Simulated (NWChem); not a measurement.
System: BPH4O; SMILES PBO

Here is an NWChem input.

```
start job
memory heap 200 mb stack 900 mb global 1100 mb
geometry units angstroms noautosym nocenter noautoz
  B     -0.593901    -0.694051    -0.298704
  H     -1.585622    -1.048968    -0.895110
  O      0.135527    -1.670385     0.277608
  H      0.915835    -1.361760     0.750754
  P     -0.094440     1.167294    -0.365306
  H      0.505613     1.286531     0.925738
  H     -1.367382     1.681742     0.011184
end
basis spherical
  B library 6-31g**
  H library 6-31g**
  O library 6-31g**
  P library 6-31g**
end
dft
  odft
  mult 1
  xc b3lyp
  iterations 150
end
property
  spinspin 3 5 6 5 7 6 7
end
task dft property
```

Parts of the log:

```
             Northwest Computational Chemistry Package (NWChem) 7.3.0
             --------------------------------------------------------

                             Geometry "geometry" -> ""
                             -------------------------

 Output coordinates in angstroms (scale by  1.889725989 to convert to a.u.)

  No.       Tag          Charge          X              Y              Z
 ---- ---------------- ---------- -------------- -------------- --------------
    1 B                    5.0000    -0.59390100    -0.69405100    -0.29870400
    2 H                    1.0000    -1.58562200    -1.04896800    -0.89511000
    3 O                    8.0000     0.13552700    -1.67038500     0.27760800
    4 H                    1.0000     0.91583500    -1.36176000     0.75075400
    5 P                   15.0000    -0.09444000     1.16729400    -0.36530600
    6 H                    1.0000     0.50561300     1.28653100     0.92573800
    7 H                    1.0000    -1.36738200     1.68174200     0.01118400

 Effective nuclear repulsion energy (a.u.)      90.3679273211

                              NWChem Property Module
                              ----------------------

  itol2e modified to match energy
  convergence criterion.

                                 NWChem DFT Module
                                 -----------------

 Summary of "ao basis" -> "ao basis" (spherical)
 ------------------------------------------------------------------------------
       Tag                 Description            Shells   Functions and Types
 ---------------- ------------------------------  ------  ---------------------
 B                          6-31g**                  6       14   3s2p1d
 H                          6-31g**                  3        5   2s1p
 O                          6-31g**                  6       14   3s2p1d
 P                          6-31g**                  8       18   4s3p1d

  itol2e modified to match energy
  convergence criterion.

            General Information
            -------------------
          SCF calculation type: DFT
          Wavefunction type:  spin polarized.
          No. of atoms     :     7
          No. of electrons :    32
           Alpha electrons :    16
            Beta electrons :    16
          Charge           :     0
          Spin multiplicity:     1
          Use of symmetry is: off; symmetry adaption is: off
          Maximum number of iterations: 150
          AO basis - number of functions:    66
                     number of shells:    32
          Convergence on energy requested:  1.00D-07
          Convergence on density requested:  1.00D-05
          Convergence on gradient requested:  5.00D-04

              XC Information
              --------------
                         B3LYP Method XC Potential
                     Hartree-Fock (Exact) Exchange  0.200
                        Slater Exchange Functional  0.800 local
                    Becke 1988 Exchange Functional  0.720 non-local
              Lee-Yang-Parr Correlation Functional  0.810
                  VWN I RPA Correlation Functional  0.190 local

             Grid Information
             ----------------
          Grid used for XC integration:  fine
          Radial quadrature: Mura-Knowles
          Angular quadrature: Lebedev.
          Tag              B.-S. Rad. Rad. Pts. Rad. Cut. Ang. Pts.
          ---              ---------- --------- --------- ---------
          B                   0.85       70           8.0       590
          H                   0.35       60          10.0       590
          O                   0.60       70          10.0       590
          P                   1.00      123           9.0       770
          Grid pruning is: on
          Number of quadrature shells:   503
          Spatial weights used:  Erf1

      Superposition of Atomic Density Guess
      -------------------------------------

 Sum of atomic energies:        -441.90349775

      Non-variational initial energy
      ------------------------------

[...]

      -----------------------------------
      Indirect Spin-Spin Coupling Tensors
      -----------------------------------

      ---------------------------------------------------
      Calculating Fermi-Contact and Spin-Dipole Responses
      ---------------------------------------------------

                                NWChem CPHF Module
                                ------------------

  scftype          =     UHF
  nalpha           =       16
  nbeta            =       16
  variables        =     1600
  # of vectors     =       26
  tolerance        = 0.10D-03
  level shift      = 0.00D+00
  max iterations   =       50
  max subspace     =      260

 SCF residual:    1.1548829986007944E-004

Iterative solution of linear equations
  No. of variables     1600
  No. of equations       26
  Maximum subspace      260
        Iterations       50
       Convergence  1.0D-04

   iter   nsub   residual    time
   ----  ------  --------  ---------
     1     26    8.22D-01      14.2
     2     52    1.26D-01      22.5
     3     78    1.35D-02      30.7
     4    104    7.99D-04      39.0
     5    130    3.75D-05      47.3

      ----------------------------------------------
      Calculating Paramagnetic Spin-Orbit Responses
      ----------------------------------------------

                                NWChem CPHF Module
                                ------------------

  scftype          =     UHF
  nalpha           =       16
  nbeta            =       16
  variables        =     1600
  # of vectors     =        6
  tolerance        = 0.10D-03
  level shift      = 0.00D+00
  max iterations   =       50
  max subspace     =       60

 SCF residual:    1.1548829986007944E-004

Iterative solution of linear equations
  No. of variables     1600
  No. of equations        6
  Maximum subspace       60
        Iterations       50
       Convergence  1.0D-04

   iter   nsub   residual    time
   ----  ------  --------  ---------
     1      6    1.31D+00      50.6
     2     12    1.21D-01      53.3
     3     18    4.71D-03      55.9
     4     24    2.40D-04      58.6
     5     30    6.11D-06      61.2

      ----------------------------------
      Indirect Spin-Spin Tensors (in Hz)
      ----------------------------------

      -------------------------------------------------
      Atom    5:  31-P  and Atom    6:   1-H

      Respective Nuclear g-factors: 2.263200 & 5.585689
      -------------------------------------------------

      Fermi Contact (FC) Term (Hz):
    184.8158      0.0000      0.0000
      0.0000    184.8158      0.0000
      0.0000      0.0000    184.8158
        Isotropic =     184.8158

      Spin-Dipole   (SD) Term (Hz):
      0.5101      0.6927     -1.8422
      0.2265      0.3591     -0.8819
      1.5455      0.9168     -0.4202
        Isotropic =       0.1497

      FC - SD  Cross Term (Hz):
     -9.5038     10.0874     60.7901
     10.0874    -41.9232     19.3721
     60.7901     19.3721     51.4270
        Isotropic =      -0.0000

      Paramagnetic Spin-Orbit Term (Hz):
     11.2780     -6.9369    -15.0064
     -7.1243     17.9718     -1.4990
    -14.7840     -2.0197    -15.2587
        Isotropic =       4.6637

      Diamagnetic Spin-Orbit Term (Hz):
     -7.4442      1.5908     18.7711
      1.6974    -16.0274      3.7992
     18.5916      3.5342     24.2873
        Isotropic =       0.2719

      Total Spin-Spin Coupling Tensor (Hz):
    179.6560      5.4339     62.7126
      4.8870    145.1962     20.7904
     66.1432     21.8034    244.8512

      Isotropic Spin-Spin Coupling =     189.9011 Hz

      -------------------------------------------------
      Atom    5:  31-P  and Atom    7:   1-H

      Respective Nuclear g-factors: 2.263200 & 5.585689
      -------------------------------------------------

      Fermi Contact (FC) Term (Hz):
    211.1392      0.0000      0.0000
      0.0000    211.1392      0.0000
      0.0000      0.0000    211.1392
        Isotropic =     211.1392

      Spin-Dipole   (SD) Term (Hz):
     -0.2331     -1.1609      1.6530
      0.8885      0.6343     -1.2843
     -1.0792      0.4903      0.2116
        Isotropic =       0.2043

      FC - SD  Cross Term (Hz):
     55.7595    -56.1149    -17.6029
    -56.1149    -14.2992     11.6788
    -17.6029     11.6788    -41.4604
        Isotropic =       0.0000

      Paramagnetic Spin-Orbit Term (Hz):
    -13.0190     14.7690     12.2383
     14.5625      9.0369      0.8659
     11.9798      0.6435     16.4746
        Isotropic =       4.1641

      Diamagnetic Spin-Orbit Term (Hz):
     23.5926    -15.9243    -11.9124
    -16.1851    -10.1000      4.8512
    -11.7916      4.7252    -12.7731
        Isotropic =       0.2398

      Total Spin-Spin Coupling Tensor (Hz):
    277.2392    -58.4311    -15.6240
    -56.8491    196.4113     16.1116
    -18.4938     17.5377    173.5919

      Isotropic Spin-Spin Coupling =     215.7475 Hz

      -------------------------------------------------
      Atom    6:   1-H  and Atom    7:   1-H

      Respective Nuclear g-factors: 5.585689 & 5.585689
      -------------------------------------------------

      Fermi Contact (FC) Term (Hz):
     -8.7644      0.0000      0.0000
      0.0000     -8.7644      0.0000
      0.0000      0.0000     -8.7644
        Isotropic =      -8.7644

      Spin-Dipole   (SD) Term (Hz):
      0.1376     -0.1044     -0.1620
     -0.0278     -0.0400      0.1080
      0.1692      0.0015      0.1658
        Isotropic =       0.0878

      FC - SD  Cross Term (Hz):
     -1.5896     -1.7731     -2.2287
     -1.7731     -2.1403      3.4862
     -2.2287      3.4862      3.7300
        Isotropic =      -0.0000

      Paramagnetic Spin-Orbit Term (Hz):
     -0.6489      0.5360      0.1076
     -0.1771      1.4465      0.2813
     -2.4122      1.1469      1.4560
        Isotropic =       0.7512

[...]
```

Level: B3LYP/6-31G** (spherical d). Structure relaxed at the PBE0/def2-SVP level.
